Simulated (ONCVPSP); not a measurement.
## An all-electron radial function and its pseudo partner (iodine)

Columns: radius, all-electron u(r) and pseudo u(r) of the 4p shell (level -128.26 eV) of iodine in the configuration [Ar] 3d10 4s2 4p6 4d10 5s1.5 5p5.5; PBE, scalar-relativistic, ONCV scheme, ONCVPSP 4.0.1.

```json
{"r (bohr)": "0.065", "all-electron": "0.4734", "pseudo": "0.0273"}
{"r (bohr)": "0.130", "all-electron": "-0.1102", "pseudo": "0.1063"}
{"r (bohr)": "0.195", "all-electron": "-0.6515", "pseudo": "0.2298"}
{"r (bohr)": "0.260", "all-electron": "-0.6826", "pseudo": "0.3865"}
{"r (bohr)": "0.325", "all-electron": "-0.3487", "pseudo": "0.5623"}
{"r (bohr)": "0.390", "all-electron": "0.1183", "pseudo": "0.7412"}
{"r (bohr)": "0.455", "all-electron": "0.5627", "pseudo": "0.9079"}
{"r (bohr)": "0.520", "all-electron": "0.9110", "pseudo": "1.0488"}
{"r (bohr)": "0.585", "all-electron": "1.1420", "pseudo": "1.1534"}
{"r (bohr)": "0.650", "all-electron": "1.2651", "pseudo": "1.2161"}
{"r (bohr)": "0.715", "all-electron": "1.3010", "pseudo": "1.2358"}
{"r (bohr)": "0.780", "all-electron": "1.2731", "pseudo": "1.2153"}
{"r (bohr)": "0.845", "all-electron": "1.2030", "pseudo": "1.1613"}
{"r (bohr)": "0.910", "all-electron": "1.1075", "pseudo": "1.0819"}
{"r (bohr)": "0.975", "all-electron": "0.9998", "pseudo": "0.9862"}
{"r (bohr)": "1.040", "all-electron": "0.8888", "pseudo": "0.8828"}
{"r (bohr)": "1.105", "all-electron": "0.7807", "pseudo": "0.7785"}
{"r (bohr)": "1.170", "all-electron": "0.6790", "pseudo": "0.6784"}
{"r (bohr)": "1.235", "all-electron": "0.5859", "pseudo": "0.5857"}
{"r (bohr)": "1.300", "all-electron": "0.5022", "pseudo": "0.5021"}
{"r (bohr)": "1.365", "all-electron": "0.4282", "pseudo": "0.4281"}
{"r (bohr)": "1.430", "all-electron": "0.3634", "pseudo": "0.3633"}
{"r (bohr)": "1.495", "all-electron": "0.3073", "pseudo": "0.3072"}
{"r (bohr)": "1.560", "all-electron": "0.2590", "pseudo": "0.2590"}
{"r (bohr)": "1.625", "all-electron": "0.2177", "pseudo": "0.2177"}
{"r (bohr)": "1.690", "all-electron": "0.1825", "pseudo": "0.1825"}
```

(1) How many radial nodes do the two functions have?

(2) At about which radius was the pseudo-wave matched?

(3) Where does each function peak?

(4) Is the pseudo-wave norm-conserving?

Results:

(1) The all-electron 4p function has n − l − 1 = 2; the pseudo-wave has 0, since the states of the same l below it are removed with the core.

(2) 1.30 bohr, where the columns begin to agree (steps of 0.07 bohr).

(3) Outermost all-electron maximum near 0.71 bohr, pseudo maximum near 0.71 bohr (to the table’s step).

(4) Yes: the ONCV scheme keeps the norm inside the radius equal to the all-electron one, which fixes the energy derivative of the logarithmic derivative at the level.
